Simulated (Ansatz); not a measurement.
(CaSe)n: binding per atom (eV) at several levels, gas phase, relaxed structures; Ansatz. Clusters are the lowest isomers that short searches found in that spin, judged at the geometry's level. Binding counts from free atoms in the multiplicity of their measured ground term, without zero-point energy. Singlets are spin-restricted. The structures are stationary points that may keep the symmetry of their start.

| species | state | geometry | PBE-D4/def2-SVP | PBE-D4/def2-TZVPD | PBE0-D4/def2-SVP |
| --- | --- | --- | --- | --- | --- |
| Ca2Se2 | singlet | PBE0-D4/def2-SVP | 2.91 | 2.88 | 2.82 |
| Ca3Se3 | singlet | PBE0-D4/def2-SVP | 3.13 | 3.09 | 3.06 |
| Ca4Se4 | singlet | PBE0-D4/def2-SVP | 3.59 | 3.53 | 3.53 |
